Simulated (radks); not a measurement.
Question: The mean radii <r> (bohr) of the occupied orbitals of an atom or ion are listed with their occupations. Calculated with a radial shooting solver on a logarithmic mesh with Libxc functionals: scalar-relativistic Kohn-Sham, exchange-only PBE, spin-polarised, spherical densities, finite nucleus; Fermi nuclear charge, rms radius of each element as measured or else 0.836 A^(1/3) + 0.57 fm.

| orbital | occ. | <r> |
|---|---|---|
| 1s up | 1 | 0.1036 |
| 1s down | 1 | 0.1036 |
| 2s up | 1 | 0.5193 |
| 2s down | 1 | 0.5182 |
| 2p up | 3 | 0.4841 |
| 2p down | 3 | 0.4823 |
| 3s up | 1 | 1.711 |
| 3p up | 1 | 1.912 |
| 3d up | 1 | 2.477 |

Name the element and its charge. Open shells, if any, are filled with parallel spins first.

Answer: Z = 15, phosphorus, charge +2: P2+ in [Ne] 3s1 3p1 3d1. The 1s radius gives Z: for a bare nucleus <r> = (2 gamma + 1)/(2Z) with gamma = sqrt(1 - (Z/c)^2), 0.0996 bohr for Z = 15, and screening makes it slightly larger (0.1036 here). The occupations add up to 13, and the charge is Z minus that.
